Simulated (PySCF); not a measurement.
# First hyperpolarisability: SMILES c1(=O)c(B(C)C)c1, C5H7BO

Cartesian coordinates in Å; atom numbers follow the order of the lines, from 1:
```xyz
14

C    -1.187    0.257   -0.173
B    -0.197   -0.938   -0.409
C    -0.683   -2.333   -0.939
C     1.302   -0.714   -0.189
C     2.462   -0.661    0.513
C     2.573   -0.345   -0.840
O     3.141   -0.024   -1.846
H    -0.735    1.256   -0.256
H    -2.085    0.200   -0.808
H    -1.539    0.153    0.872
H    -0.626   -2.272   -2.043
H    -0.056   -3.185   -0.640
H    -1.736   -2.536   -0.694
H     2.862   -0.817    1.517
```

Computed, not measured: quadratic response CAM-B3LYP/def2-TZVPD first hyperpolarisability, Taylor convention, gas phase (PySCF 2.14.0). Geometry: PBE0-D3(BJ)/def2-SVP.

Question: What is the first hyperpolarisability, and how does it disperse?

Answer: In 10⁻³⁰ esu, Taylor convention; the vector part is βᵢ = ⅓ Σⱼ (βᵢⱼⱼ + βⱼᵢⱼ + βⱼⱼᵢ); β∥ is 3/5 of the vector part along the dipole, the dipole points from − to +:
| process | λ (nm) | β vector norm | β∥ | β HRS | depolarisation ratio |
| --- | --- | --- | --- | --- | --- |
| static β(0;0,0) | ∞ | 2.77 | -1.60 | 1.26 | 3.83 |
| second harmonic β(−2ω;ω,ω) | 1907 | 2.98 | -1.72 | 1.36 | 3.85 |
| Pockels β(−ω;ω,0) | 1907 | 2.83 | -1.64 | – | – |
| second harmonic β(−2ω;ω,ω) | 1064 | 3.58 | -2.04 | 1.62 | 3.94 |
| Pockels β(−ω;ω,0) | 1064 | 3.00 | -1.73 | – | – |

Question: Which lowest excitations, dipole and polarisabilities go with it?

Answer: S1 4.39 eV (f = 0.000); S2 5.09 eV (f = 0.080); S3 5.55 eV (f = 0.000); dipole 4.45 D; isotropic α 76.4 au static, 76.6 au at 1907 nm, 77.2 au at 1064 nm, 77.4 au at 953.5 nm, 79.8 au at 532 nm.
